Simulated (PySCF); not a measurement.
This PySCF input asks for the NMR shieldings of `C=CCN(N)C1CC1`, C₆H₁₂N₂; the geometry comes from GFN2-xTB.

```python
import basis_set_exchange as bse
import numpy as np
from pyscf import gto, dft
from pyscf.prop import nmr

atoms = """
C     3.015333   -1.228264   -0.845073
C     2.268064   -0.258689   -0.354630
C     0.905872    0.095401   -0.861790
N    -0.008403    0.334628    0.247812
N     0.414367    1.479252    0.972276
C    -1.375945    0.418541   -0.180128
C    -2.433437    0.030993    0.809729
C    -2.136713   -0.858570   -0.358431
H     2.680500   -1.849393   -1.660390
H     3.998007   -1.439666   -0.459522
H     2.607996    0.357535    0.464418
H     0.495829   -0.717297   -1.464144
H     0.983684    0.995204   -1.503074
H     0.155054    2.346436    0.487153
H    -0.048368    1.471019    1.875933
H    -1.604697    1.245032   -0.863900
H    -3.358702    0.587106    0.821854
H    -2.102216   -0.301189    1.781489
H    -2.854899   -0.921139   -1.161896
H    -1.606475   -1.776261   -0.160418
"""
names = dict.fromkeys(["C", "N", "H"], "pcSseg-1")
basis = {el: gto.basis.parse(bse.get_basis(n, elements=[el], fmt="nwchem")) for el, n in names.items()}
mol = gto.M(atom=atoms, basis=basis, charge=0, verbose=0)
mf = dft.RKS(mol, xc="PBE0")
mf.grids.level = 2
mf.grids.alignment = dft.numint.BLKSIZE   # the property module wants whole blocks of grid points
mf.conv_tol = 1e-9
mf.kernel()

calc = nmr.RKS(mf)   # GIAO
C = mf.mo_coeff
Co = C[:, mf.mo_occ > 0]
resp = mf.gen_response(singlet=True, hermi=2)
def vind(x):   # induced exchange potential for any number of trial vectors
    d = np.einsum("pi,xij,qj->xpq", C, 2 * x.reshape(-1, C.shape[1], Co.shape[1]), Co, optimize=True)
    return np.einsum("xpq,pi,qj->xij", resp(d - d.transpose(0, 2, 1)), C, Co, optimize=True).ravel()
mo1, _ = nmr.rhf.solve_mo1(calc, with_cphf=vind)
sigma = calc.kernel(mo1)
for i, s in enumerate(sigma):   # ppm
    w = np.linalg.eigvalsh((s + s.T) / 2)
    print("%2d %-2s iso %8.1f  s11 %8.1f  s22 %8.1f  s33 %8.1f" % (i, mol.atom_pure_symbol(i), w.mean(), *w))
```

**Question.** Give the expected output.

**Answer.** 
```
 0 C  iso     68.6  s11    -42.7  s22     87.2  s33    161.3
 1 C  iso     40.0  s11    -85.2  s22     44.3  s33    161.0
 2 C  iso    121.8  s11     99.2  s22    112.7  s33    153.6
 3 N  iso    161.7  s11    128.6  s22    158.2  s33    198.3
 4 N  iso    163.8  s11    119.8  s22    132.5  s33    239.3
 5 C  iso    141.1  s11     99.7  s22    115.5  s33    208.0
 6 C  iso    178.0  s11    146.8  s22    174.9  s33    212.3
 7 C  iso    178.0  s11    150.2  s22    175.5  s33    208.3
 8 H  iso     26.5  s11     23.0  s22     25.5  s33     30.8
 9 H  iso     26.5  s11     23.5  s22     25.3  s33     30.5
10 H  iso     24.7  s11     21.3  s22     22.4  s33     30.4
11 H  iso     28.5  s11     23.6  s22     28.7  s33     33.3
12 H  iso     28.6  s11     25.1  s22     28.3  s33     32.5
13 H  iso     30.0  s11     25.5  s22     26.7  s33     37.7
14 H  iso     28.5  s11     22.3  s22     26.6  s33     36.4
15 H  iso     30.2  s11     24.9  s22     28.9  s33     36.7
16 H  iso     31.3  s11     25.6  s22     26.6  s33     41.7
17 H  iso     31.2  s11     26.2  s22     28.4  s33     39.0
18 H  iso     31.2  s11     25.7  s22     26.4  s33     41.4
19 H  iso     31.1  s11     25.9  s22     28.6  s33     39.0
```

These numbers come from an equivalent density-fitted implementation of the same equations, which agrees with the script to about 0.01 ppm for H and up to a few tenths of a ppm for heavy atoms, so last digits may differ.

**Question.** Turn these shieldings into chemical shifts. References, each an isolated molecule treated in the same way: 13C (186.93 ppm) and 1H (31.72 ppm) vs TMS; NH3 for 15N (267.73 ppm).

**Answer.** Averaging equivalent atoms: C 1: 146.9; C 0: 118.4; C 2: 65.1; C 5: 45.9; C 6/7: 8.9; N 3: 106.0; N 4: 103.9; H 10: 7.02; H 8: 5.27; H 9: 5.25; H 11/12: 3.15; H 13/14: 2.50; H 15: 1.53; H 17/19: 0.55; H 16/18: 0.49 ppm. Experimental scales use liquid or dissolved standards, which lie at an offset from isolated NH3 (liquid NH3: subtract about 20 ppm).

Size and cost of the density-fitted run: 196 basis functions, 29 s wall time on 1 thread of an Arm Neoverse V1, shared host; peak memory 0.79 GiB.
